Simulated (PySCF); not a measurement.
BFH2Si, BF2HSi, B2ClFH (calculated)

Calculation on a computer-drawn molecule: the log of a Hartree-Fock and frozen-core CCSD(T) single point meant for a local Hartree-Fock minimum, with one planted fault or none, to be diagnosed. Offsets are logged minus clean, where the clean run is the same molecule without the fault. The reference is restricted for singlets and unrestricted otherwise, and also for a bond in bohr or an excited solution. Adding or removing an electron swaps singlet and doublet. The excited solution moves the top pair (singlet) or top alpha electron (doublet) to the lowest empty orbital. Highest occupied and lowest empty are orbital energies over both spins, largest force is the largest gradient component, triples share is (T) over the correlation energy, the T1 limit is 0.02 restricted and 0.045 unrestricted, electrons count all cores, a negative frequency is imaginary (commonest isotopes), and the dipole is about the centre of nuclear charge. Program: PySCF 2.14.0.

Common to all runs: meant multiplicity 1; meant basis cc-pV(D+d)Z; logged SCF converged yes; possible faults no fault, one electron removed, one electron added, multiplicity raised by two, geometry at a saddle point, SCF held on an excited solution, minimal basis STO-3G, one bond length entered in bohr, all coordinates scaled.

(1) 
```xyz
5
formula=BFH2Si meant_charge=0 logged_electrons=30 logged_basis_functions=61 logged_spin_squared=0 logged_highest_occupied=-9.037 logged_lowest_empty=0.07089 logged_largest_force=0.039397 logged_T1_diagnostic=0.017748 logged_D1_diagnostic=0.052699 logged_triples_share=0.023675 logged_CC_converged=yes logged_dipole_magnitude=1.1103 logged_SCF_stable_within_its_kind=yes logged_energy_HF=-414.18593 logged_energy_CCSD(T)=-414.58072 planted_fault=all_coordinates_scaled,by_+4.5_% HF_energy_offset_from_clean_run=4.487 CCSD(T)_energy_offset_from_clean_run=2.763
F      1.0890     2.2327    -0.4237
B     -0.1506     1.8643    -0.9530
Si    -0.4871     1.8293    -3.0728
H     -1.0519     1.5904    -0.1148
H     -0.1320     0.2848    -3.1464
```

Units: logged_highest_occupied, logged_lowest_empty in eV; logged_largest_force in hartree/bohr; logged_dipole_magnitude in debye; logged_energy_HF, logged_energy_CCSD(T) in hartree; HF_energy_offset_from_clean_run, CCSD(T)_energy_offset_from_clean_run in kcal/mol.

Drawn bonds:
```
atom  other atom  order
   1           2      1
   2           3      1
   2           4      1
   3           5      1
```

(2) 
```xyz
5
formula=BFH2Si meant_charge=0 logged_electrons=30 logged_basis_functions=61 logged_spin_squared=1.0911 logged_highest_occupied=-8.4729 logged_lowest_empty=0.091061 logged_largest_force=0.0062116 logged_T1_diagnostic=0.062312 logged_D1_diagnostic=0.20357 logged_triples_share=0.028683 logged_CC_converged=yes logged_dipole_magnitude=0.85541 logged_SCF_stable_within_its_kind=yes logged_energy_HF=-414.11108 logged_energy_CCSD(T)=-414.48538 planted_fault=one_bond_length_entered_in_bohr,row_4_of_the_drawn_bonds HF_energy_offset_from_clean_run=51.45 CCSD(T)_energy_offset_from_clean_run=62.59
F      1.0421     2.1366    -0.4054
B     -0.1442     1.7840    -0.9120
Si    -0.4661     1.7505    -2.9404
H     -1.0066     1.5220    -0.1098
H      0.1760    -1.0424    -3.0736
```

Units: logged_highest_occupied, logged_lowest_empty in eV; logged_largest_force in hartree/bohr; logged_dipole_magnitude in debye; logged_energy_HF, logged_energy_CCSD(T) in hartree; HF_energy_offset_from_clean_run, CCSD(T)_energy_offset_from_clean_run in kcal/mol.

Drawn bonds:
```
atom  other atom  order
   1           2      1
   2           3      1
   2           4      1
   3           5      1
```

Notes: T1 above single-reference limit.

(3) 
```xyz
5
formula=BF2HSi meant_charge=0 logged_electrons=38 logged_basis_functions=70 logged_spin_squared=0 logged_highest_occupied=-6.1065 logged_lowest_empty=-2.334 logged_largest_force=0.043111 logged_CC_converged=no logged_dipole_magnitude=2.3716 logged_SCF_stable_within_its_kind=no logged_energy_HF=-512.90557 planted_fault=SCF_held_on_an_excited_solution HF_energy_offset_from_clean_run=132.4
F      0.8032    -0.5195    -2.7464
B      0.6860    -0.8570    -1.4591
Si    -0.4135     0.3860    -0.1742
F     -1.7463    -0.5695    -0.1438
H      1.2598    -1.8625    -1.1237
```

Units: logged_highest_occupied, logged_lowest_empty in eV; logged_largest_force in hartree/bohr; logged_dipole_magnitude in debye; logged_energy_HF in hartree; HF_energy_offset_from_clean_run in kcal/mol.

Drawn bonds:
```
atom  other atom  order
   1           2      1
   2           3      1
   3           4      1
   2           5      1
```

Notes: CCSD not converged.

(4) 
```xyz
5
formula=B2ClFH meant_charge=1 logged_electrons=36 logged_basis_functions=70 logged_spin_squared=0 logged_highest_occupied=-17.924 logged_lowest_empty=-6.194 logged_largest_force=0.066423 logged_T1_diagnostic=0.021709 logged_D1_diagnostic=0.070257 logged_triples_share=0.029004 logged_CC_converged=yes logged_dipole_magnitude=4.1875 logged_SCF_stable_within_its_kind=yes logged_energy_HF=-608.64363 logged_energy_CCSD(T)=-609.15229
F     -0.5897    -0.2422     2.1364
B     -0.1101    -0.0130     0.9657
B      0.5851     0.3364    -0.7188
Cl     1.0780     2.0317    -0.9953
H      0.6551    -0.6173    -1.5155
```

Units: logged_highest_occupied, logged_lowest_empty in eV; logged_largest_force in hartree/bohr; logged_dipole_magnitude in debye; logged_energy_HF, logged_energy_CCSD(T) in hartree.

Drawn bonds:
```
atom  other atom  order
   1           2      1
   2           3      1
   3           4      1
   3           5      1
```

Notes: T1 above single-reference limit.

**Q.** B2ClFH (entry 4): planted fault?
**A.** all coordinates scaled, by +5.3 %

Further results for B2ClFH (entry 4):

- HF energy offset from clean run: 8.241 kcal/mol
- CCSD(T) energy offset from clean run: 5.441 kcal/mol
